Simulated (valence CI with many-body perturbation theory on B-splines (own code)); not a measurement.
# Bi⁷⁸⁺: calculated level list

Calculated by valence CI with perturbative core correlation (CI+MBPT): three valence electrons over a frozen Dirac-Fock core [He], a basis of 9 s, 9 p, 8 d, 6 f, 3 g, 1 h functions for each j, with the one-electron correlation potential Σ1 (screened to all orders), the two-electron term Σ2, the three-electron term Σ3, Breit, model QED; selected single and double excitations, second order for the rest, scaled by the run's own slope (own B-spline code, finite nucleus).

The last digits are not significant, and no measured levels were compared; by estimate large intervals hold to a few tenths of a per cent, small ones and those within an open d or f shell to about a per cent.

Levels 1 to 43 of 43, with energies above the lowest level, (2s^2 2p1/2) J=1/2. "Leading %" is the weight of the configuration and term that name the level; weights of strongly mixed levels are sums over their largest components and can fall short, so below about 35 % the name and the second component can differ from the true leading terms, or belong to a minority configuration. In the jj column 3d3/2^4 stands for four electrons in 3d with j = 3/2. Lifetimes count E1, E2, E3, M1 and M2 decay at the calculated energies, and are blank where another channel may lead or the interval is too uncertain; long ones can be off by a factor of two.

| No. | Configuration | Term | J | E (eV) | Leading % | Lifetime | g | Leading jj |
| --- | --- | --- | --- | --- | --- | --- | --- | --- |
| 1 | 2s2 2p | 2P° | 1/2 | 0 | 100 |  | 0.600 | 2s^2 2p1/2 (100 %) |
| 2 | 2s 2p2 | 4P | 1/2 | 334 | 48 | 28.2 ps | 1.987 | 2s 2p1/2^2 (100 %) |
| 3 | 2s2 2p | 2P° | 3/2 | 2492 | 99 | 4.62 ps | 1.287 | 2s^2 2p3/2 (99 %) |
| 4 | 2s 2p2 | 4P | 3/2 | 2728 | 89 | 2.27 ps | 1.603 | 2s 2p1/2 2p3/2 (100 %) |
| 5 | 2s 2p2 | 2D | 5/2 | 2771 | 64 | 81.1 ps | 1.288 | 2s 2p1/2 2p3/2 (100 %) |
| 6 | 2s 2p2 | 2P | 1/2 | 2859 | 68 | 24.6 fs | 1.275 | 2s 2p1/2 2p3/2 (100 %) |
| 7 | 2s 2p2 | 2D | 3/2 | 2860 | 60 | 26.4 fs | 0.966 | 2s 2p1/2 2p3/2 (100 %) |
| 8 | 2p3 | 2P° | 3/2 | 3203 | 49 | 35.1 fs | 1.296 | 2p1/2^2 2p3/2 (99 %) |
| 9 | 2s 2p2 | 4P | 5/2 | 5238 | 64 | 111 fs | 1.409 | 2s 2p3/2^2 (100 %) |
| 10 | 2s 2p2 | 2S | 1/2 | 5366 | 68 | 31.7 fs | 1.913 | 2s 2p3/2^2 (100 %) |
| 11 | 2s 2p2 | 2P | 3/2 | 5367 | 58 | 16.7 fs | 1.157 | 2s 2p3/2^2 (100 %) |
| 12 | 2p3 | 4S° | 3/2 | 5636 | 56 | 17.2 fs | 1.424 | 2p1/2 2p3/2^2 (100 %) |
| 13 | 2p3 | 2D° | 5/2 | 5658 | 100 | 17.9 fs | 1.150 | 2p1/2 2p3/2^2 (100 %) |
| 14 | 2p3 | 2P° | 1/2 | 5727 | 100 | 16.3 fs | 0.600 | 2p1/2 2p3/2^2 (100 %) |
| 15 | 2p3 | 2P° | 3/2 | 8177 | 51 | 11.5 fs | 1.279 | 2p3/2^3 (100 %) |
| 16 | 2s2 3s | 2S | 1/2 | 13974 | 98 | 1.88 fs | 1.975 | 2s^2 3s (98 %) |
| 17 | 2s2 3p | 2P° | 1/2 | 14082 | 97 | 49.9 fs | 0.649 | 2s^2 3p1/2 (97 %) |
| 18 | 2s 2p 3s | 4P° | 1/2 | 14198 | 85 | 2.09 fs | 2.344 | 2s 2p1/2 3s (99 %) |
| 19 | 2s 2p 3s | 4P° | 3/2 | 14229 | 58 | 1.90 fs | 1.512 | 2s 2p1/2 3s (100 %) |
| 20 | 2s 2p 3s | 2P° | 1/2 | 14267 | 95 | 2.34 fs | 0.668 | 2s 2p1/2 3s (99 %) |
| 21 | 2s 2p 3p | 4D | 1/2 | 14289 | 72 | 2.88 fs | 0.250 | 2s 2p1/2 3p1/2 (100 %) |
| 22 | 2s 2p 3p | 4D | 3/2 | 14320 | 39 | 1.17 fs | 1.067 | 2s 2p1/2 3p1/2 (100 %) |
| 23 | 2s 2p 3p | 4P | 1/2 | 14377 | 44 | 2.12 fs | 1.885 | 2s 2p1/2 3p1/2 (99 %) |
| 24 | 2p2 3s | 4P | 1/2 | 14593 | 45 | 2.37 fs | 1.976 | 2p1/2^2 3s (98 %) |
| 25 | 2p2 3p | 2P° | 1/2 | 14677 | 47 | 716 as | 0.638 | 2p1/2^2 3p1/2 (98 %) |
| 26 | 2s2 3p | 2P° | 3/2 | 14817 | 98 | 40.2 fs | 1.314 | 2s^2 3p3/2 (98 %) |
| 27 | 2s2 3d | 2D | 3/2 | 14883 | 98 | 334 as | 0.780 | 2s^2 3d3/2 (98 %) |
| 28 | 2s 2p 3p | 4P | 3/2 | 15040 | 31 | 3.70 fs | 1.380 | 2s 2p1/2 3p3/2 (100 %) |
| 29 | 2s2 3d | 2D | 5/2 | 15063 | 50 | 769 as | 1.240 | 2s 2p1/2 3p3/2 (50 %) |
| 30 | 2s 2p 3p | 2D | 3/2 | 15080 | 42 | 1.68 fs | 1.235 | 2s 2p1/2 3p3/2 (100 %) |
| 31 | 2s 2p 3p | 2P | 1/2 | 15084 | 45 | 1.04 fs | 1.335 | 2s 2p1/2 3p3/2 (99 %) |
| 32 | 2s2 3d | 2D | 5/2 | 15085 | 49 | 758 as | 1.242 | 2s 2p1/2 3p3/2 (50 %) |
| 33 | 2s 2p 3d | 4F° | 3/2 | 15093 | 68 | 1.29 fs | 0.574 | 2s 2p1/2 3d3/2 (100 %) |
| 34 | 2s 2p 3d | 4F° | 5/2 | 15128 | 38 | 2.11 fs | 0.987 | 2s 2p1/2 3d3/2 (100 %) |
| 35 | 2s 2p 3d | 2P° | 3/2 | 15147 | 30 | 285 as | 1.130 | 2s 2p1/2 3d3/2 (99 %) |
| 36 | 2s 2p 3d | 4D° | 1/2 | 15151 | 52 | 277 as | 0.442 | 2s 2p1/2 3d3/2 (100 %) |
| 37 | 2s 2p 3d | 4P° | 5/2 | 15293 | 32 | 386 as | 1.291 | 2s 2p1/2 3d5/2 (100 %) |
| 38 | 2s 2p 3d | 2F° | 7/2 | 15326 | 42 | 393 as | 1.210 | 2s 2p1/2 3d5/2 (100 %) |
| 39 | 2s 2p 3d | 2F° | 5/2 | 15339 | 45 | 393 as | 1.075 | 2s 2p1/2 3d5/2 (100 %) |
| 40 | 2s 2p 3d | 2P° | 3/2 | 15340 | 38 | 403 as | 1.131 | 2s 2p1/2 3d5/2 (96 %) |
| 41 | 2p2 3p | 2P° | 3/2 | 15432 | 34 | 1.42 fs | 1.310 | 2p1/2^2 3p3/2 (94 %) |
| 42 | 2p2 3d | 2D | 3/2 | 15480 | 43 | 2.06 fs | 0.778 | 2p1/2^2 3d3/2 (98 %) |
| 43 | 2p2 3d | 2D | 5/2 | 15682 | 37 | 397 as | 1.182 | 2p1/2^2 3d5/2 (98 %) |

The ionisation energy to 2s2 1S_0 of the next ion comes out as 24633 eV (NIST: 24640 ± 120 eV (theoretical)). All 43 levels together are meant to be complete up to 15687 eV.
